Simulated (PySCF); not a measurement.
Species: 3-chlorostyrene, C8H7Cl.
Numbering: `[CH2:1]=[CH:2][c:3]1[cH:4][cH:5][cH:6][c:7]([Cl:8])[cH:9]1` (hydrogens: H10, H11 on C1; H12 on C2; H13 on C4; H14 on C5; H15 on C6; H16 on C9)

The same species was optimised twice, with GFN2-xTB and with PBE0-D3(BJ)/def2-SVP (PySCF), and the same property calculations (PySCF, gas phase) were run on both structures.

```csv
coordinate,GFN2-xTB,PBE0-D3(BJ)/def2-SVP,change
C4–C5 (Å),1.382,1.393,+0.011
C6–C7 (Å),1.386,1.396,+0.010
C1=C2 (Å),1.328,1.338,+0.010
C2–C3 (Å),1.459,1.469,+0.010
C3–C9 (Å),1.395,1.404,+0.009
C7–C9 (Å),1.381,1.389,+0.008
C5–C6 (Å),1.384,1.392,+0.008
C3–C4 (Å),1.396,1.403,+0.007
C7–Cl8 (Å),1.732,1.734,+0.002
C1–C2–C3 (°),126.8,127.2,+0.4
C2–C3–C9 (°),122.7,122.5,-0.2
C2–C3–C4 (°),118.9,119.2,+0.3
C3–C9–C7 (°),120.0,120.1,+0.1
C4–C5–C6 (°),120.5,120.6,+0.1
C5–C6–C7 (°),118.7,118.6,-0.1
C6–C7–C9 (°),121.5,121.4,-0.1
C3–C4–C5 (°),121.0,120.9,-0.1
C1–C2–C3–C4 (°),180,180,0
```

Rotational constants: A = 2350, B = 969.3, C = 686.2 MHz (GFN2-xTB) against A = 2318, B = 959.6, C = 678.7 MHz (PBE0-D3(BJ)/def2-SVP). Point groups within 0.08 Å: Cs and Cs.

On the GFN2-xTB structure: lowest triplet, Tamm–Dancoff (eV) 3.20 [B3LYP/def2-SVPD]; isotropic polarisability (au) 111.9 [B3LYP/def2-SVPD]; HOMO (eV) -6.66 [B3LYP/def2-SVPD]; LUMO (eV) -1.59 [B3LYP/def2-SVPD]; dipole (D) 1.76 [B3LYP/def2-SVPD]; HOMO (eV) -6.88 [PBE0/pcSseg-1]; LUMO (eV) -1.38 [PBE0/pcSseg-1]; dipole (D) 1.75 [PBE0/pcSseg-1]; GIAO shielding of C1 (ppm) 66.6 [PBE0/pcSseg-1]; GIAO shielding of C2 (ppm) 43.3 [PBE0/pcSseg-1]; GIAO shielding of C3 (ppm) 43.5 [PBE0/pcSseg-1]; GIAO shielding of C4 (ppm) 53.3 [PBE0/pcSseg-1]; GIAO shielding of C5 (ppm) 51.5 [PBE0/pcSseg-1]; GIAO shielding of C6 (ppm) 52.7 [PBE0/pcSseg-1]; GIAO shielding of C7 (ppm) 40.3 [PBE0/pcSseg-1]; GIAO shielding of Cl8 (ppm) 712.1 [PBE0/pcSseg-1].

What do these properties become on the PBE0-D3(BJ)/def2-SVP structure?

| property | level | on GFN2-xTB | on PBE0-D3(BJ)/def2-SVP | change |
| --- | --- | --- | --- | --- |
| lowest triplet, Tamm–Dancoff (eV) | B3LYP/def2-SVPD | 3.20 | 3.15 | -0.05 |
| isotropic polarisability (au) | B3LYP/def2-SVPD | 111.9 | 113.8 | +1.9 |
| HOMO (eV) | B3LYP/def2-SVPD | -6.66 | -6.65 | +0.01 |
| LUMO (eV) | B3LYP/def2-SVPD | -1.59 | -1.63 | -0.04 |
| dipole (D) | B3LYP/def2-SVPD | 1.76 | 1.74 | -0.02 |
| energy, GFN2-xTB geometry as zero (kcal/mol) | B3LYP/def2-SVPD | 0.0 | -1.2 | -1.2 |
| HOMO (eV) | PBE0/pcSseg-1 | -6.88 | -6.87 | +0.01 |
| LUMO (eV) | PBE0/pcSseg-1 | -1.38 | -1.42 | -0.04 |
| dipole (D) | PBE0/pcSseg-1 | 1.75 | 1.73 | -0.02 |
| energy, GFN2-xTB geometry as zero (kcal/mol) | PBE0/pcSseg-1 | 0.0 | -0.2 | -0.2 |
| GIAO shielding of C1 (ppm) | PBE0/pcSseg-1 | 66.6 | 63.6 | -3.0 |
| GIAO shielding of C2 (ppm) | PBE0/pcSseg-1 | 43.3 | 40.9 | -2.4 |
| GIAO shielding of C3 (ppm) | PBE0/pcSseg-1 | 43.5 | 41.8 | -1.7 |
| GIAO shielding of C4 (ppm) | PBE0/pcSseg-1 | 53.3 | 51.3 | -2.0 |
| GIAO shielding of C5 (ppm) | PBE0/pcSseg-1 | 51.5 | 49.5 | -2.0 |
| GIAO shielding of C6 (ppm) | PBE0/pcSseg-1 | 52.7 | 50.2 | -2.5 |
| GIAO shielding of C7 (ppm) | PBE0/pcSseg-1 | 40.3 | 38.2 | -2.1 |
| GIAO shielding of Cl8 (ppm) | PBE0/pcSseg-1 | 712.1 | 708.0 | -4.1 |

The heavy atoms differ by 0.013 Å rms after alignment. Among bonds between heavy atoms C1=C2, C2–C3, C4–C5 and C6–C7 change most and about equally (+0.010 to +0.011 Å). Changes are differences of the printed values. Neither structure is proved a minimum here.

The values belong to the conformer `[CH2:1]=[CH:2][c:3]1[cH:4][cH:5][cH:6][c:7]([Cl:8])[cH:9]1`: C1–C2–C3–C4 180°.
